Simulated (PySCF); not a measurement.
# Identify the compound

An unknown has the formula C5H10OSi. Its calculated NMR data are:

¹H NMR (500 MHz, computed): δ 4.79 (t, 2H), 3.76 (s, 3H), 2.01 (t, 2H), 1.91 (s, 3H).

¹³C{¹H} NMR (computed): δ 80.2, 78.9, 53.9, 5.1, 4.9.

- NMR shieldings at PBE0/pcSseg-1/GIAO
- geometry: GFN2-xTB
- run in PySCF 2.14
- rapidly exchanging positions averaged, one computed conformer, relativity neglected, no solvent model

Referencing at the same level of theory: ¹H (σ = 31.72 ppm) and ¹³C (σ = 186.93 ppm) vs TMS.

Deduce the structure.

## Answers


The formula gives 2 degrees of unsaturation (no ring in the answer). 5 carbon signals for 5 carbons: no two carbons are equivalent. Carbon types of the structure: 2 × C, 1 × CH2, 2 × CH3, leaving 2 H on heteroatoms. δC 80.2, 78.9: alkyne carbon; the triple bond shields along its axis, which puts it between sp3 and sp2 carbons. δC 53.9: methyl carbon bonded to O; deshielded by the electronegative neighbour. δC 5.1: propargylic sp3 CH2 bonded to Si; an electropositive neighbour leaves it electron-rich and shielded. δC 4.9: propargylic methyl carbon; saturated and bonded to C and H only. δH 4.79: hydrogen on a silicon bonded to C, O. δH 3.76: hydrogen on a methyl carbon bonded to O; its carbon carries O, which withdraws density. δH 2.01: hydrogen on a propargylic sp3 CH2 bonded to Si.

The compound is SMILES CC#CC[SiH2]OC.

The shifts were computed for this structure.

Shifts are as computed. Against solution values, carbons near 30 ppm lie about +3 ppm off and those near 130 ppm about +5 ppm. Of 1211 compounds with measured shifts, 218 miss one by over three times the rms of a fit or turn the order of signals round; such compounds aren't used in these exercises. Multiplicities follow the n + 1 count of equivalent neighbours, as no J values were calculated; m marks all less simple cases, F and P coupling included.
